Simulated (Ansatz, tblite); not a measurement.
Cost and result up the ladder for the cluster SeS2 (the lowest singlet isomer of a short search) (3 atoms). Total charge 0; singlet. Geometry: PBE0-D4/def2-TZVP.

```xyz
3

S    -0.9327   -1.3705    0.3984
S    -0.3183    0.1406   -0.5879
Se    1.2510    1.2299    0.1895
```

Ansatz on 4 threads of Arm Neoverse V1 on a shared host; xTB runs through tblite on one thread. Times are rough, summed over both states, and most runs start from the orbitals of an earlier one. RPA@PBE/def2-TZVP serves as the yardstick here, not as an exact answer. The other state is a quintet at its own geometry, which has other bonds, so the gap mixes isomer and spin.

The xTB rows come from tblite. Correlated methods freeze 19 core orbitals; core or outer-core shells of Se are correlated, in sets that lack core-valence functions. In the quintet geometry the species has come apart into loosely held pieces. At PBE0-D4/def2-TZVP a broken-symmetry singlet of charge 0 lies 2.00 eV below the quintet, each at its own geometry. The structure comes from a short search, and lower isomers may exist.

Run but left out: HF/def2-TZVP, HF/def2-TZVPP, B2PLYP/def2-TZVP (singlet: restricted singlet, unstable towards broken spin symmetry).

Correlated methods converge slowly with the basis.

xTB has no spin-polarisation term.

```json
{"level": "GFN2-xTB", "functions": "27", "wall time": "0.005 s", "quintet − singlet (eV)": "2.68", "difference from RPA@PBE/def2-TZVP (eV)": "0.92", "remarks": "–"}
{"level": "GFN1-xTB", "functions": "27", "wall time": "0.006 s", "quintet − singlet (eV)": "4.40", "difference from RPA@PBE/def2-TZVP (eV)": "2.65", "remarks": "–"}
{"level": "MP2/def2-TZVP", "functions": "122", "wall time": "2.8 s", "quintet − singlet (eV)": "2.18", "difference from RPA@PBE/def2-TZVP (eV)": "0.42", "remarks": "restricted SCF unstable (singlet)"}
{"level": "RPA@PBE/def2-TZVP", "functions": "122", "wall time": "4 s", "quintet − singlet (eV)": "1.76", "difference from RPA@PBE/def2-TZVP (eV)": "0.00", "remarks": "–"}
{"level": "PBE-D4/def2-TZVP (with forces)", "functions": "122", "wall time": "4.9 s", "quintet − singlet (eV)": "2.46", "difference from RPA@PBE/def2-TZVP (eV)": "0.70", "remarks": "–"}
{"level": "r2SCAN-D4/def2-TZVP", "functions": "122", "wall time": "8.8 s", "quintet − singlet (eV)": "2.11", "difference from RPA@PBE/def2-TZVP (eV)": "0.35", "remarks": "–"}
{"level": "r2SCAN0-D4/def2-TZVP", "functions": "122", "wall time": "10 s", "quintet − singlet (eV)": "1.72", "difference from RPA@PBE/def2-TZVP (eV)": "-0.04", "remarks": "–"}
{"level": "CCSD(T)/def2-TZVPP", "functions": "132", "wall time": "19 s", "quintet − singlet (eV)": "1.87", "difference from RPA@PBE/def2-TZVP (eV)": "0.11", "remarks": "restricted SCF unstable (singlet)"}
```
